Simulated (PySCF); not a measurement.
Isomers of C4H3ClN2O, one GFN2-xTB conformer each. Single-point energies are computed at PBE0/pcSseg-1 (PySCF, gas phase, no added dispersion term), electronic only.

```
           SMILES  GFN2-xTB relative energy (kJ/mol)
   C=Cc1nnc(Cl)o1                                0.0
[O-][n+]1cccnc1Cl                               55.7
```

Conformers: `[CH2:1]=[CH:2][c:3]1[n:4][n:5][c:6]([Cl:7])[o:8]1` with C1–C2–C3–N4 180°.

What does PBE0/pcSseg-1 give for the same structures?

```tsv
SMILES	PBE0/pcSseg-1 E (Eh)	PBE0/pcSseg-1 (kJ/mol)	GFN2-xTB (kJ/mol)	point group
C=Cc1nnc(Cl)o1	-798.50463	0.0	0.0	Cs
[O-][n+]1cccnc1Cl	-798.49067	36.6	55.7	Cs
```

Both levels put the same isomer lowest. As drawn, the lower has an N–N linkage, which the higher lacks; the higher has an N–O linkage, which the lower lacks.

Which frontier levels, dipoles and rotational constants go with these structures?

```json
{"SMILES": "C=Cc1nnc(Cl)o1", "HOMO (eV, PBE0/pcSseg-1)": "-7.51", "LUMO (eV)": "-1.87", "dipole (D)": "3.53", "A, B, C (MHz)": "4719, 1083, 880.6"}
{"SMILES": "[O-][n+]1cccnc1Cl", "HOMO (eV, PBE0/pcSseg-1)": "-6.93", "LUMO (eV)": "-1.90", "dipole (D)": "4.33", "A, B, C (MHz)": "3299, 1675, 1111"}
```
